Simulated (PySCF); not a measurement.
Electron correlation in Pd (palladium, neutral)

[Kr] 4d9 5s1, high-spin 3D determinant (an excited configuration). Computed with PySCF 2.14 in x2c-QZVPPall with one added diffuse shell each of s, p, d, f, g type (14s9p8d5f3g, 143 functions), with scalar relativity by spin-free X2C-1e. Frozen: [Kr]; 10 electrons correlated.

MP2 pair energies summed by pair of shells (mhartree):

```json
{"pair": "4d-4d", "energy": "-300.00", "share (%)": "88.7"}
{"pair": "4d-5s", "energy": "-38.36", "share (%)": "11.3"}
```

Total MP2 correlation energy: -338.36 mhartree.

Same-spin part -123.02 and opposite-spin part -215.34 mhartree; SCS-MP2 scales them by 1/3 and 6/5 to -299.42 mhartree.
